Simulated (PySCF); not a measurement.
BH₂O₃, charge -1, multiplicity 1. Atoms are numbered in the order given.

```xyz
6

O      0.0000     0.0000     1.4929
B      0.0000     0.0000     0.2021
O      0.0000     1.2225    -0.6139
O      0.0000    -1.2225    -0.6139
H      0.0000     1.0335    -1.5660
H      0.0000    -1.0335    -1.5660
```
Charge -1, spin multiplicity 1.

Geometry: PBE-D3(BJ)/def2-SVPD. The multiplicity is an assumed one; other spin states were not compared. The isomer is the one that the SMILES or the coordinates give; other isomers of the formula were not compared. Other conformers were not sampled.

These are PBE-D3(BJ)/def2-SVPD (PySCF 2.14.0) values and carry that method's errors.

No scaling factor is applied to the harmonic values.

Computed harmonic wavenumbers and intensities:
| mode | ν (cm⁻¹) | IR (km/mol) | moving atoms (share of kinetic energy) |
|---|---|---|---|
| 1 | 95 | 0.0 | H 96 % |
| 2 | 413 | 149.7 | H 86 %, O 14 % |
| 3 | 449 | 4.8 | O 73 %, H 19 %, B 8 % |
| 4 | 454 | 0.2 | O 89 % |
| 5 | 654 | 17.6 | B 82 %, O 18 % |
| 6 | 746 | 40.9 | O 92 % |
| 7 | 805 | 0.1 | H 71 %, B 19 %, O 10 % |
| 8 | 1028 | 44.8 | H 80 %, O 20 % |
| 9 | 1041 | 524.9 | B 55 %, O 24 %, H 21 % |
| 10 | 1570 | 479.1 | B 67 %, O 30 % |
| 11 | 3714 | 8.3 | H 94 % |
| 12 | 3740 | 21.1 | H 94 % |
